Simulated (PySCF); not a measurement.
C₉H₁₂O.
Cartesian coordinates in Å at the PBE0-D3(BJ)/def2-SVP level; atoms count from 1:
```xyz
22
C9H12O angstrom
C      3.5635   -0.4696   -1.1366
C      2.5028   -0.0830   -0.1202
C      1.0989   -0.2400   -0.6612
O      0.1927    0.1454    0.3412
C     -1.1318    0.0793    0.0970
C     -1.9748    0.4625    1.1502
C     -3.3529    0.4265    0.9889
C     -3.9169    0.0099   -0.2202
C     -3.0785   -0.3694   -1.2630
C     -1.6899   -0.3392   -1.1165
H      3.4593   -1.5207   -1.4505
H      4.5747   -0.3484   -0.7217
H      3.5014    0.1539   -2.0430
H      2.5946   -0.6984    0.7897
H      2.6354    0.9632    0.2004
H      0.9614    0.3853   -1.5650
H      0.9161   -1.2903   -0.9612
H     -1.5156    0.7843    2.0869
H     -3.9974    0.7274    1.8186
H     -5.0014   -0.0175   -0.3444
H     -3.5037   -0.6975   -2.2150
H     -1.0553   -0.6417   -1.9497
```

Computed with PySCF at PBE0/pcSseg-1, non-relativistic, on one gas-phase PBE0-D3(BJ)/def2-SVP geometry that isn't relaxed in the solvent. The solvent is an IEF-PCM continuum (Bondi radii, 1.10 Å for H, scaled by 1.2). Specific hydrogen bonds and non-electrostatic terms are outside this model.

| run | E − E(gas) (kcal/mol) | HOMO (eV) | HOMO–LUMO gap (eV) | dipole (D) |
| --- | --- | --- | --- | --- |
| gas | 0.00 | -6.38 | 6.23 | 1.47 |
| P | -4.47 | -6.53 | 6.22 | 1.94 |
| Q | -3.15 | -6.48 | 6.22 | 1.79 |
| R | -1.93 | -6.43 | 6.22 | 1.66 |

Problem. The runs were made in benzene, chloroform and methanol. Which run belongs to which solvent?

Solution. P = methanol, Q = chloroform, R = benzene. The dielectric constants are 2.271 (benzene), 4.711 (chloroform), 32.61 (methanol), and the energy falls further as ε rises. In this model the ground state sees the solvent through ε alone.

Problem. How constant is the ratio of the lowering to (ε − 1)/(2ε + 1)?

Solution. 
```csv
solvent,(ε − 1)/(2ε + 1),E − E(gas) (kcal/mol),ratio (kcal/mol),polarisation term (kcal/mol)
benzene,0.229,-1.93,-8.4,-2.03
chloroform,0.356,-3.15,-8.8,-3.44
methanol,0.477,-4.47,-9.4,-5.08
```

The ratio changes by +11.4 % in size from benzene to methanol. The polarisation term is half the interaction of the solute with the induced surface charges.

On Arm Neoverse V1, one thread, shared host, this took 43 s and 1.3 GiB of memory at its peak. This is the whole shielding run at PBE0/pcSseg-1 in methanol, SCF included.
